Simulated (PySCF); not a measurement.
Cl₂Cu, charge -1, multiplicity 1.

```xyz
3

Cu     0.0000     0.0000     0.0000
Cl     0.0000     0.0000    -2.1707
Cl     0.0000     0.0000     2.1707
```
Charge -1, spin multiplicity 1.

The structure is a stationary point at ωB97X-D3(BJ)/def2-SVPD. The spin state was assumed, not searched.

Method: PBE/pcSseg-2 (PySCF). Non-relativistic, no solvent.

Computed absolute GIAO shielding of each atom: isotropic value and principal components (ppm):
```
atom  σ(iso)     σ11     σ22     σ33    span
----  ------  ------  ------  ------  ------
Cu1    903.2   145.6   145.6  2418.4  2272.8
Cl2   1130.1  1117.1  1117.1  1156.1    39.0
Cl3   1130.1  1117.1  1117.1  1156.1    39.0
```
